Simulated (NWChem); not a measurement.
C2H6O2Si; SMILES O[Si@@H]1OCC1

```xyz
11

O      0.0116     1.9408    -0.4323
Si    -0.0549     0.5429     0.4465
C     -1.1121    -0.9147    -0.1076
C      0.2545    -1.6238    -0.2268
O      1.1712    -0.5702     0.1228
H      0.1636     1.8589    -1.3788
H     -0.1383     1.0211     1.8485
H     -1.7991    -1.3485     0.6331
H     -1.6481    -0.7997    -1.0612
H      0.3637    -2.4699     0.4725
H      0.4753    -1.9944    -1.2426
```
Atoms are numbered in this order, from 1.

STO-3G and 3-21G are far too small for this property and stand as cheap habits. All runs use the structure optimised with PBE0/def2-SVP.

Give the principal values of the shielding tensors (ppm) of O1, Si2, C3, C4, O5 from Hartree-Fock/STO-3G, GIAO (NWChem), with their diamagnetic and paramagnetic parts as GIAO splits them.


```tsv
atom	σ11	σ22	σ33	isotropic	diamagnetic	paramagnetic
O1	337.5	450.3	502.2	430.0	379.8	50.2
Si2	498.6	557.6	586.4	547.6	866.1	-318.6
C3	197.0	218.7	253.3	223.0	247.5	-24.5
C4	149.0	183.3	227.9	186.7	249.4	-62.7
O5	317.0	405.4	507.5	410.0	378.0	32.0
```
